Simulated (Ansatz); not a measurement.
Basis-set extrapolation for CH$_{2}$AlBO (PBE0-D4/def2-TZVP geometry, frozen core, the Gaussian-basis code of Ansatz). Multiplicity 1, RHF reference.

```json
{"": "HF", "def2-TZVPP": "-380.478565", "def2-QZVPP": "-380.491376"}
{"": "MP2 correlation", "def2-TZVPP": "-0.557004", "def2-QZVPP": "-0.595479"}
{"": "CCSD(T) correlation", "def2-TZVPP": "-0.603035", "def2-QZVPP": "not run"}
```

Energies in hartree. Use E(X) = E(∞) + A·exp(−7.88·√X) for Hartree–Fock and E(X) = E(∞) + B·X^(−2.97) for correlation, with X = 3 and 4, and add CCSD(T) minus MP2 of the smaller set to the MP2 limit.

Question: What is the CCSD(T) energy at the basis-set limit?

Answer: HF limit: -380.491376 + (-0.012811) × 0.13774 = -380.49314. MP2 limit: -0.595479 + (-0.038475) × 0.74074 = -0.62398. Higher-order term: -0.603035 − (-0.557004) = -0.04603. Total: -381.16315 hartree, 51.2 kcal/mol below CCSD(T)/def2-TZVPP.
